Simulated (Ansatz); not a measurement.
One change: `CB(F)[SiH2][AlH2]` becomes `CB(F)O[SiH3]`.

Ansatz, PBE0-D4/def2-TZVP geometries, multiplicity 1. Each molecule was computed in one conformer, which needn't be the lowest.

```json
{"property": "HOMO energy (B3LYP/def2-TZVPP) / eV", "`CB(F)[SiH2][AlH2]`": "-7.06"}
{"property": "LUMO energy (PBE/def2-TZVPP) / eV", "`CB(F)[SiH2][AlH2]`": "-2.95"}
{"property": "HOMO energy (ωB97M-V/def2-TZVPP) / eV", "`CB(F)[SiH2][AlH2]`": "-9.22"}
{"property": "LUMO energy (PBE0/def2-TZVPP) / eV", "`CB(F)[SiH2][AlH2]`": "-2.19"}
{"property": "HOMO energy (PBE/def2-TZVPP) / eV", "`CB(F)[SiH2][AlH2]`": "-6.18"}
{"property": "size of the dipole moment (ωB97M-V/def2-TZVPP) / D", "`CB(F)[SiH2][AlH2]`": "1.09"}
```

Q: What does the change do to each property? (Estimate.)

A: The calculation gave: 
| property | `CB(F)O[SiH3]` | shift |
| --- | --- | --- |
| HOMO energy (B3LYP/def2-TZVPP) / eV | -9.07 | -2.01 |
| LUMO energy (PBE/def2-TZVPP) / eV | -0.72 | 2.23 |
| HOMO energy (ωB97M-V/def2-TZVPP) / eV | -11.60 | -2.38 |
| LUMO energy (PBE0/def2-TZVPP) / eV | 0.13 | 2.32 |
| HOMO energy (PBE/def2-TZVPP) / eV | -7.79 | -1.61 |
| size of the dipole moment (ωB97M-V/def2-TZVPP) / D | 0.63 | -0.46 |

With PBE0 the HOMO falls by 2.03 eV and the LUMO rises by 2.32 eV, so the gap widens by about 4.35 eV. PBE moves the HOMO by -1.61 eV and ωB97M-V by -2.38 eV. Dipoles are sizes alone; their direction can turn.

B3LYP here is the variant with VWN-RPA as its local correlation; programs differ in this.
